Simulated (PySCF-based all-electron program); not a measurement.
**Distorting RbHS, singlet**

All-electron Kohn–Sham DFT on the free molecule, computed near the basis limit with an in-house program on PySCF integrals; Koelling–Harmon scalar relativity, no spin–orbit coupling, spin-restricted. Forces are good to about 0.005 eV/Å. In part, the step from PBE was taken on X2C orbitals. Atoms are numbered as listed.

Shape A:

```xyz
3

Rb    0.0000    0.0000    0.0000
S     0.0000    0.0000    3.0040
H     1.3485    0.0000    3.1362
```

PBE forces:

| atom | Fx | Fy | Fz (eV/Å) |
| --- | --- | --- | --- |
| Rb1 | 0.009 | 0.000 | 0.232 |
| S2 | 0.011 | 0.000 | -0.211 |
| H3 | -0.019 | 0.000 | -0.021 |

Task: What forces does r2SCAN give in shape A?

Result: The forces move by 0.215 eV/Å (r.m.s. over the atoms) from PBE.

| atom | Fx | Fy | Fz (eV/Å) |
| --- | --- | --- | --- |
| Rb1 | 0.006 | 0.000 | 0.213 |
| S2 | 0.274 | 0.000 | -0.172 |
| H3 | -0.280 | 0.000 | -0.041 |

Shape B:

| atom | x (Å) | y (Å) | z (Å) |
| --- | --- | --- | --- |
| Rb | 0.0000 | 0.0000 | 0.0000 |
| S | 0.0000 | 0.0000 | 2.7036 |
| H | 1.3485 | 0.0000 | 2.8358 |

Against shape A, Rb1–S2 goes from 3.004 to 2.704 Å.

PBE forces:

```csv
atom,Fx,Fy,Fz (eV/Å)
Rb1,0.001,0.000,-1.259
S2,0.024,0.000,1.262
H3,-0.025,0.000,-0.003
```

Task: What forces does r2SCAN give in shape B?

Result: The forces move by 0.232 eV/Å (r.m.s. over the atoms) from PBE.

```json
{"atom": "Rb1", "Fx": "0.000", "Fy": "0.000", "Fz (eV/Å)": "-1.363"}
{"atom": "S2", "Fx": "0.284", "Fy": "0.000", "Fz (eV/Å)": "1.390"}
{"atom": "H3", "Fx": "-0.284", "Fy": "0.000", "Fz (eV/Å)": "-0.027"}
```
